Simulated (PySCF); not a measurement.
Spinor energies of Cl⁷⁺ (chlorine, charge +7)

Start: [Ne]. Calculated with PySCF 2.14 in x2c-TZVPPall-2c with one added diffuse shell each of s, p, d type (6s7p4d1f, 54 functions): generalised Hartree-Fock with the X2C-1e Hamiltonian and a Gaussian nucleus; spin-orbit coupling (SO) screened by Boettger's factors.

```tsv
spinor shell	electrons	ε, screened SO (eV)	weight of nominal j (screened SO)	rms radius, screened SO (bohr)
1s1/2	2	-3002.5	1.000	0.105
2s1/2	2	-420.12	1.000	0.475
2p1/2	2	-351.75	1.000	0.443
2p3/2	4	-349.92	1.000	0.445
```

```tsv
quantity	screened SO
E (hartree)	-446.14302
M_J	0
⟨J²⟩	0.000
⟨L²⟩	0.000
⟨S²⟩	0.000
```
